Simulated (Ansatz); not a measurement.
`BC1=NCN1C` + H₂O → `CN1CN=C1O` + BH₃ at 500 K and 1 bar (formal hydrolysis of a C–B bond).

Program: Ansatz. Geometries: PBE0-D4/def2-TZVP. ΔE: electronic, gas phase. CCSD(T)/CBS is the MP2 limit (def2-TZVPP, def2-QZVPP) plus CCSD(T) − MP2 in def2-TZVPP, frozen cores. This one scheme is used for every species. Each species was taken in one conformer, which may not be the lowest.

| species | CCSD(T)/CBS energy (Eh) | H − E (kJ/mol) | S (J/(mol·K)) |
| --- | --- | --- | --- |
| `BC1=NCN1C` | -252.47498 | 315.9 | 396.8 |
| H₂O | -76.37941 | 73.2 | 206.3 |
| `CN1CN=C1O` | -302.28631 | 298.5 | 377.9 |
| BH₃ | -26.55200 | 86.8 | 208.8 |

H − E and S are ideal-gas, rigid-rotor, harmonic terms from PBE0-D4/def2-TZVP, for one conformer and one mirror image of each species. 1 Eh = 2625.50 kJ/mol, R = 8.31446 J/(mol·K).

Problem. By hand: ΔE, ΔH, ΔS and ΔG.

Solution. ΔE = (-302.28631) + (-26.55200) − (-252.47498) − (-76.37941) = 0.01608 Eh = 42.2 kJ/mol. Δ(H − E) = 298.5 + 86.8 − 315.9 − 73.2 = -3.8, so ΔH = 38.4 kJ/mol. ΔS = 377.9 + 208.8 − 396.8 − 206.3 = -16.4 J/(mol·K). ΔG = 38.4 − 500 × (-16.4)/1000 = 46.6 kJ/mol.

Problem. By hand: the equilibrium constant, and the temperature at which ΔG would vanish if ΔH and ΔS stayed fixed.

Solution. log₁₀ K = −ΔG/(RT ln 10) = -4.9. ΔH and −TΔS have one sign here, so there is no such temperature.

ΔH outweighs TΔS. A doubt of 5 kJ/mol in ΔE shifts log₁₀ K by 0.5 here. Other conformers and mirror images would add mixing entropy, several J/(mol·K) or more a flexible species. These are equilibria of isolated gas molecules and say nothing of rates. Largest T1 diagnostic: 0.014 (customary marks: 0.02 for closed shells, 0.045 for open ones).
